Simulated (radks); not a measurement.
All-electron atom: Mo XVI in [Ar] 3d7 4s2 (not the ground configuration). All-electron calculation, Dirac Kohn-Sham, PBE, spin-unpolarised, spherical densities, finite nucleus; open shells fill j = l - 1/2 first; Fermi nuclear charge, rms radius 4.4091 fm. Program: a radial shooting solver on a logarithmic mesh with Libxc functionals.

X-ray form factor f0, the Fourier transform of the density (f0(0) = 27):

sin(theta)/lambda (1/angstrom)  f0 (electrons)
0.05                                    26.912
0.1                                     26.652
0.15                                    26.232
0.2                                     25.667
0.25                                    24.981
0.3                                     24.197
0.4                                     22.433
0.5                                     20.555
0.6                                     18.694
0.8                                     15.292
1                                       12.453
1.25                                     9.723
1.5                                      7.848
2                                        5.882
